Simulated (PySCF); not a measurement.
Job file and geometry (Å, from GFN2-xTB) of an NMR shielding run on `InChI=1S/C4H16N2OSi2/c1-4(2)6-9(3,5)7-8/h4,6H,5H2,1-3,8H3/t9-/m1/s1`, GIAO PBE0/pcSseg-1 NMR shielding, non-relativistic, gas phase (PySCF 2.14.0, density-fitted response routines); density fitting, a coarse starting grid and PySCF grid level 2 are the driver's defaults:

```
$ OMP_NUM_THREADS=1 python probes_run.py task.json out

{"job": {"kind": "nmr", "xc": "PBE0", "basis": "pcSseg-1"}, "charge": 0, "multiplicity": 1}
C     -2.780922     0.747325    -0.300742
C     -1.316033     0.798231     0.134045
C     -1.156942     1.671827     1.380883
N     -0.825804    -0.544072     0.351011
Si     0.782829    -1.072465     0.063503
C      2.161004    -0.508415     1.245713
N      0.673566    -2.791674     0.163752
O      1.165802    -0.517273    -1.427144
Si     1.699531     0.314668    -2.696152
H     -3.392233     0.322666     0.493508
H     -3.146890     1.745940    -0.525283
H     -2.882847     0.127568    -1.187252
H     -0.716220     1.221489    -0.676842
H     -0.115064     1.693971     1.688959
H     -1.750189     1.267101     2.198838
H     -1.488639     2.687588     1.180877
H     -1.338300    -1.015393     1.080624
H      1.951666    -0.809550     2.266934
H      2.274285     0.571634     1.232875
H      3.119906    -0.934914     0.968201
H      1.531280    -3.316673     0.172734
H      0.001846    -3.253013    -0.427687
H      0.992103     1.597131    -2.748517
H      1.406323    -0.512471    -3.866383
H      3.139007     0.532919    -2.531895
```

Problem. What does the program print?

Solution. 
```
coarse grid: 20728 points
cycle   1  E = -924.9728526918  dE =  8.288e-01  |g| = 9.639e-01  |ddm| = 4.359e+00
cycle   2  E = -924.7851370640  dE =  1.877e-01  |g| = 1.380e+00  |ddm| = 1.816e+00
cycle   3  E = -925.1514435213  dE = -3.663e-01  |g| = 1.731e-01  |ddm| = 1.237e+00
cycle   4  E = -925.1569893404  dE = -5.546e-03  |g| = 4.642e-02  |ddm| = 1.501e-01
cycle   5  E = -925.1574108270  dE = -4.215e-04  |g| = 1.239e-02  |ddm| = 4.001e-02
cycle   6  E = -925.1574402366  dE = -2.941e-05  |g| = 3.799e-03  |ddm| = 1.236e-02
cycle   7  E = -925.1574433748  dE = -3.138e-06  |g| = 5.315e-04  |ddm| = 3.162e-03
final grid: 187832 points
cycle   8  E = -925.2145236323  dE = -4.511e-05  |g| = 1.172e-02  |ddm| = 3.037e-02
cycle   9  E = -925.2145013568  dE =  2.228e-05  |g| = 1.585e-02  |ddm| = 2.032e-02
cycle  10  E = -925.2145533650  dE = -5.201e-05  |g| = 1.740e-03  |ddm| = 1.187e-02
cycle  11  E = -925.2145539539  dE = -5.888e-07  |g| = 2.288e-04  |ddm| = 1.407e-03
cycle  12  E = -925.2145539628  dE = -8.926e-09  |g| = 7.451e-05  |ddm| = 2.379e-04
cycle  13  E = -925.2145539638  dE = -1.014e-09  |g| = 2.499e-05  |ddm| = 7.801e-05
cycle  14  E = -925.2145539639  dE = -1.353e-10  |g| = 5.356e-06  |ddm| = 2.262e-05
converged SCF energy = -925.2145539639

GIAO shielding tensors (ppm)
atom      isotropic    diamagn.    paramagn.     s11        s22        s33       span
  0 C      157.265     247.417     -90.152    137.314    147.609    186.871     49.557
  1 C      141.346     242.830    -101.483    121.061    143.670    159.309     38.248
  2 C      156.077     250.023     -93.946    136.881    146.133    185.217     48.337
  3 N      195.014     328.267    -133.254    165.556    195.533    223.952     58.396
  4 Si     384.653     883.192    -498.539    365.244    376.721    411.996     46.752
  5 C      187.644     258.048     -70.404    182.083    185.198    195.651     13.568
  6 N      234.545     319.123     -84.578    207.623    226.767    269.247     61.624
  7 O      285.236     402.256    -117.020    229.817    307.994    317.898     88.081
  8 Si     398.022     881.238    -483.215    358.583    365.255    470.230    111.647
  9 H       30.915      30.941      -0.026     28.010     28.993     35.742      7.732
 10 H       30.551      29.907       0.644     26.301     27.758     37.593     11.293
 11 H       30.299      30.985      -0.686     26.089     28.713     36.095     10.006
 12 H       28.728      35.634      -6.906     24.406     29.463     32.316      7.910
 13 H       30.464      33.530      -3.066     25.652     30.621     35.119      9.467
 14 H       30.924      32.213      -1.289     28.455     28.861     35.455      7.000
 15 H       30.541      31.259      -0.718     26.247     27.724     37.652     11.405
 16 H       31.478      37.673      -6.195     23.950     32.308     38.177     14.227
 17 H       31.756      32.344      -0.588     27.856     28.835     38.577     10.721
 18 H       31.723      34.883      -3.160     27.911     30.073     37.184      9.273
 19 H       31.664      30.876       0.788     27.464     28.964     38.563     11.098
 20 H       31.330      30.468       0.862     24.450     27.316     42.224     17.774
 21 H       31.050      32.373      -1.323     24.223     27.259     41.668     17.445
 22 H       26.499      31.318      -4.819     22.443     25.963     31.091      8.648
 23 H       26.520      29.325      -2.805     22.804     24.504     32.252      9.449
 24 H       26.499      29.591      -3.091     22.733     24.878     31.887      9.154
```

Size and cost of the density-fitted run: 247 basis functions, 86 s wall time on 1 thread of an Arm Neoverse V1, shared host; peak memory 1.2 GiB.
